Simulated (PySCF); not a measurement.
A structure optimised at B3LYP-D3(BJ)/def2-SVP, used in a PySCF frequency run:

```
B
O 1 1.3460
C 2 1.4160 1 124.27
H 3 1.0991 2 108.22 1 167.43
H 3 1.1027 4 108.74 2 -120.47
H 3 1.1035 4 108.84 5 -118.23
H 1 1.2081 2 116.30 3 -178.63
P 1 1.9366 7 119.33 2 -174.17
H 8 1.4234 1 96.74 7 -40.46
H 8 1.4270 9 96.29 1 100.30
```
Charge 0, spin multiplicity 1.

**Question.** Write its SMILES and formula.

**Answer.** COBP, CH₆BOP

**Question.** What are its rotational constants (standard atomic weights)?

**Answer.** 13.229, 3.2924, 2.7282 GHz
